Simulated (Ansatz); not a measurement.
BF₃⁺, relaxed as a doublet with UKS PBE-D4/def2-TZVP in Ansatz, starting from the PBE-D4/def2-TZVP geometry of the neutral singlet. Force threshold 0.02 eV/Å.

Start:

Cartesian coordinates in Å:
```
B 0.000 0.000 0.000
F 0.136 1.045 0.805
F 1.074 -0.626 -0.460
F -1.210 -0.418 -0.345
```

| step | energy (eV) | largest force component (eV/Å) | SCF passes |
| --- | --- | --- | --- |
| 1 | -8812.5909 | 0.035 | 17 |
| 2 | -8812.5909 | 0.015 | 13 |

Force components are those of the run's own axes.

End:

```xyz
4

B     0.000    0.000    0.000
F     0.136    1.045    0.805
F     1.074   -0.627   -0.461
F    -1.210   -0.418   -0.345
```

By distances, no bond broke or formed. The bond that changes most is B1–F3, from 1.33 to 1.33 Å (atoms count from 1).

No frequencies were taken in this run, so the end may be a saddle point.

Run time 3.7 s (2 threads of Intel Xeon Platinum 8259CL on a shared host).
